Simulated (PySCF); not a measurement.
Dipole moment and polarisability across levels of theory

C4H5B.
InChI=1S/C4H5B/c1-2-3-4-5/h2H,1,5H2

PySCF, dipoles from the SCF density, polarisabilities from static response with core orbitals frozen. Isolated species at its PBE0-D3(BJ)/def2-SVP geometry, gas phase.

The anisotropy is √(½[(α1 − α2)² + (α2 − α3)² + (α3 − α1)²]).

| level | μ (D) | α (Å³) | anisotropy (Å³) |
| --- | --- | --- | --- |
| LDA/def2-SVPD | 2.509 | 11.39 | 12.82 |
| PBE/def2-SVPD | 2.486 | 11.25 | 12.73 |
| B3LYP/def2-SVPD | 2.346 | 10.93 | 11.96 |
| PBE0/def2-SVPD | 2.341 | 10.80 | 11.80 |
| BHandHLYP/def2-SVPD | 2.216 | 10.51 | 11.07 |
| CAM-B3LYP/def2-SVPD | 2.216 | 10.63 | 11.19 |
| wB97X-D/def2-SVPD | 2.175 | 10.64 | 11.06 |
| LC-wPBE/def2-SVPD | 2.082 | 10.21 | 10.45 |
| HF/def2-SVPD | 2.130 | 10.17 | 10.13 |
| PBE0/6-31G* | 2.429 | 8.98 | 12.98 |
| PBE0/def2-SVP | 2.365 | 9.48 | 12.65 |

The dipole runs from 2.08 D (LC-wPBE/def2-SVPD) to 2.51 D (LDA/def2-SVPD). No reference polarisability is at hand; against PBE0 in the largest diffuse basis at hand (def2-SVPD) the other PBE0 rows deviate by 6-31G* -17%, def2-SVP -12%. In one basis (def2-SVPD) the functionals order the polarisability from HF (lowest) to LDA (highest), a spread of 12%. With PBE0 the polarisability is 9.23 Å³ without diffuse functions (mean of 6-31G* and def2-SVP) and 10.80 Å³ with them (def2-SVPD).
